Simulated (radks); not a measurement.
Coulomb parameter of the 4d shell of neutral palladium in the model configuration [Kr] 4d8 5p2, as a second difference U = [E(n + 0.5) + E(n - 0.5) - 2 E(n)] / (0.5)^2 with all orbitals relaxed. "Bare": the charge of the atom changes with n. "Screened": the 5p shell takes up the change at fixed total charge, which measures U(4d,4d) + U(5p,5p) - 2 U(4d,5p). Calculated with a radial shooting solver on a logarithmic mesh with Libxc functionals: scalar-relativistic Kohn-Sham, SCAN, spin-unpolarised, spherical densities, finite nucleus; meta-GGA in the generalised Kohn-Sham scheme; Fermi nuclear charge, rms radius 4.5318 fm.

case	configuration	E - E(n) (eV)
start	[Kr] 4d8 5p2	0.000
bare +0.5	[Kr] 4d8.5 5p2	-5.436
bare -0.5	[Kr] 4d7.5 5p2	7.910
screened +0.5	[Kr] 4d8.5 5p1.5	-4.818
screened -0.5	[Kr] 4d7.5 5p2.5	5.625

U(bare) = 9.897 eV, U(screened by 5p) = 3.230 eV, against the Slater integral F0(4d,4d) = 17.781 eV with frozen orbitals. The step up makes a negative ion, whose loosely bound charge lowers the bare value.
